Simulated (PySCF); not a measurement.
C4H4F2, SMILES FC(/C=C\F)=C.

Geometry optimised at B3LYP-D3(BJ)/def2-SVP. The structure was generated by enumeration; whether it is a known compound was not checked. Other conformers were not sampled.

Computed with PBE0/def2-TZVP run with PySCF.

Symmetry labels are those of the subgroup Cs that the program uses (full group Cs).

Computed valence orbital energies around the gap with their symmetry:
```csv
orbital,symmetry,energy (eV)
HOMO−7,A",-13.64
HOMO−6,A",-13.15
HOMO−5,A',-12.63
HOMO−4,A',-11.70
HOMO−3,A',-11.30
HOMO−2,A',-10.36
HOMO−1,A",-9.05
HOMO,A",-6.90
LUMO,A",-1.09
LUMO+1,A',1.32
LUMO+2,A",1.97
LUMO+3,A',2.24
```
